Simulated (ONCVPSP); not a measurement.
**Before and after: ONCV potential for rhodium**

* Element: rhodium (Rh)
* Generator: ONCVPSP 4.0.1
* Type: optimised norm-conserving Vanderbilt (ONCV)
* Functional: LDA (Perdew-Wang 92)
* Relativity: scalar-relativistic
* Frozen core: [Ar] 3d10 4s2
* Valence charge: 15
* Reference configuration: 4p6 4d8 5s1
* Partial waves: 5s: rc 2.55 bohr, ncon 4, nbas 8, qcut 2.2 1/bohr, 2 projectors, debl 1.8 Ha; 4p: rc 1.05 bohr, ncon 5, nbas 8, qcut 8.2 1/bohr, 3 projectors, debl 1.7 Ha; 4d: rc 1.60 bohr, ncon 4, nbas 9, qcut 11.9 1/bohr, 2 projectors, debl 2.8 Ha
* Local potential: polynomial inside 1.00 bohr (lpopt 5, dvloc0 2 Ha)
* Core correction: none

In the p channel the program set the typed energies aside and used -1.857, 0.250, 1.950 Ha.

Change: p: rc 1.4.

Cutoffs: the cutoffs (Ha) at which the residual kinetic energy of the hardest occupied pseudo-wave falls to 1 and 0.1 mHa per electron; they do not see the model core or the augmentation charge, which bear on the density cutoff. Errors are all-electron minus pseudo energies relative to the spin-unpolarised reference configuration.

How do hardness, ghosts and transferability respond?

The potential gets softer (64 Ha and 137 Ha → 32 Ha and 85 Ha); the bound ghosts move from p, s to s; the errors of the 4 common tests hardly move. A larger radius leaves more room for a smooth pseudo-wave, so fewer plane waves are needed.

```tsv
quantity	base	changed
cutoff, loose	64 Ha	32 Ha
cutoff, tight	137 Ha	85 Ha
loose cutoff by channel	s 6.6 Ha, p 64 Ha, d 32 Ha	s 6.6 Ha, p 31 Ha, d 32 Ha
bound ghosts	s, p	s
GHOST(+) flags under 300 eV	s at 84.9 eV	s at 84.9 eV
error for 4p6 4d8 5s0, meV [ΔE 7.78 eV]	-8.5	-8.5
error for 4p6 4d7 5s0, meV [ΔE 27.55 eV]	+2.6	+2.6
error for 4p6 4d6 5s0, meV [ΔE 60.29 eV]	+16	+16
error for 4p6 4d7 5s1 5p1, meV [ΔE 6.63 eV]	-0.8	-0.7
s: phases at 2.59 bohr within 0.05 rad from the reference energy up to (Ha; the scan ends near 5)	2.4	2.4
d: phases at 1.62 bohr within 0.05 rad from the reference energy up to (Ha; the scan ends near 5)	to the end of the scan	to the end of the scan
```

 A true bound ghost makes a file unfit for plane-wave use even where its test errors are small: the radial tests pick states by their node count and pass the ghost by.
